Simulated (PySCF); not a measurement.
B3LYP has the VWN-RPA correlation part, as in Gaussian. 

```xyz
4

C      1.7724    -0.2765     0.0225
N      0.6455     0.0497     0.0053
S     -0.8797     0.6979    -0.0233
H     -1.5302    -0.4809     0.0001
```

Charge 0, multiplicity 1.

**Question.** Give the Mulliken and meta-Löwdin atomic charges from B3LYP-D3(BJ)/def2-TZVP in PySCF 2.14.0.

**Answer.** 
```csv
atom,Mulliken (e),meta-Löwdin (e)
C1,-0.19,-0.10
N2,-0.02,-0.22
S3,0.05,0.21
H4,0.17,0.11
```
